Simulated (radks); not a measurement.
Results of a calculation; reference values are marked as such.
Isoelectronic series with 1 electrons, all held in the configuration 1s1, which need not be the ground one along the series. Code: a radial shooting solver on a logarithmic mesh with Libxc functionals. Model: Dirac Kohn-Sham, PBE, spin-unpolarised, spherical densities, finite nucleus; Fermi nuclear charge, rms radius of each element as measured or else 0.836 A^(1/3) + 0.57 fm. Total energies (hartree) and orbital eigenvalues (hartree):

ion    E (hartree)      1s1/2
H         -0.45893   -0.23860
Be3+      -7.78743   -6.83258
N6+      -24.12622  -22.43324
Ne9+     -49.50105  -47.06780
Al12+    -83.94900  -80.77275
S15+    -127.52049  -123.5977
K18+    -180.27978  -175.6062
Ti21+   -242.30542  -236.8758
Mn24+   -313.69090  -307.4992
Ni27+   -394.54532  -387.5845
Ga30+   -484.99390  -477.2559
Se33+   -585.17991  -576.6557
Rb36+   -695.26529  -685.9447
Zr39+   -815.43154  -805.3033
Tc42+   -945.88108  -934.9325
Pd45+  -1086.84122  -1075.058
Te51+  -1401.33012  -1387.831

Estimate the row of In48+.

Answer. E (hartree) -1238.56480; 1s1/2 -1225.932.
